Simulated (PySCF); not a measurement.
## Radial density of Nb³⁺ (niobium, charge +3)

UHF, [Kr] 4d2, high-spin 3F determinant. Computed with PySCF 2.14 in aug-cc-pVDZ-PP with ECP28MDF (5s5p4d2f, 54 functions), with scalar relativity through the core potential. This is the valence pseudo-density: the core potential removes the inner electrons and smooths the orbitals near the nucleus.

```tsv
r (bohr)	4πr²ρ (e/bohr)	4πr²(ρα − ρβ)
0.0504	2.497e-05	0.0000
0.0847	8.434e-05	0.0000
0.143	0.0005070	0.0001
0.240	0.006619	0.0012
0.403	0.1731	0.0222
0.678	3.419	0.2778
1.14	9.516	1.1891
1.92	2.861	0.9822
3.23	0.1512	0.1259
5.43	0.0008915	0.0009
```

Energies and moments cover only the electrons outside the core potential.
